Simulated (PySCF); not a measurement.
An unknown shows these calculated signals:

¹H NMR (500 MHz, computed): δ 6.19 (ddd, J = 18.0, 11.4, 10.6 Hz, 1H), 5.38 (dd, J = 18.0, 1.8 Hz, 1H), 5.29 (dd, J = 11.4, 1.8 Hz, 1H), 4.16 (ddt, J = 10.6, 6.1, 1.4 Hz, 1H), 4.12 (ddd, J = 14.7, 13.8, 3.6 Hz, 1H), 4.06 (br, 1H), 3.89 (ddt, J = 13.8, 6.2, 1.3 Hz, 1H), 2.12 (tt, J = 15.0, 6.2 Hz, 1H), 1.46 (ddt, J = 15.3, 3.6, 1.4 Hz, 1H).

¹³C{¹H} NMR (computed): δ 149.9 (CH), 123.3 (CH2), 75.7 (CH), 60.3 (CH2), 37.0 (CH2).

PySCF 2.14 calculation with J couplings at B3LYP/pcJ-1 (spin–dipole term only in couplings to heteroatoms), PBE0-D3(BJ)/def2-SVP geometry and shielding tensors at B3LYP/pcSseg-1 (GIAO); one conformer, in vacuum, non-relativistic.

Referencing at the same level of theory: TMS for ¹H (31.38 ppm), ¹³C (179.24 ppm).

Question: Which of these does the molecule contain: a CF3 group, an aldehyde, a non-aromatic C=C double bond, a methoxy group, a vinyl group CH=CH2?

Answer: 
- A CF3 group: no.
- An aldehyde: no.
- A non-aromatic C=C double bond: yes.
- A methoxy group: no.
- A vinyl group CH=CH2: yes (δC 123.3, 149.9; δH 5.29 (dd), 5.38 (dd), 6.19 (ddd)).

The data belong to SMILES C=C[C@H]1CCOBO1, C5H9BO2; they needn't prove each group on their own.

Carbon signals by region: 2 in the sp2 and nitrile region (100–160 ppm), 2 at 50–100 ppm, 1 below 50 ppm.

Hydrogens on boron are broadened and split by ¹¹B (spin 3/2, 80 %) and 10B (spin 3). Splittings below 1 Hz are ignored in the labels, and close J values are merged. Unscaled 3J(H,H) at this level run about 10 % above measured values. Shifts are as computed. Against solution values, carbons near 30 ppm lie about +2 ppm off and those near 130 ppm about +6 ppm. Of 1309 compounds with measured shifts, 239 miss one by over three times the rms of a fit or turn the order of signals round; such compounds aren't used in these exercises. Couplings across =CH–CH2 type bonds come from one rotamer and its mirror image, and can be 1–2 Hz further off. Vicinal couplings across rotatable single bonds and in flexible rings belong to the one computed conformer; a conformer average would change them.
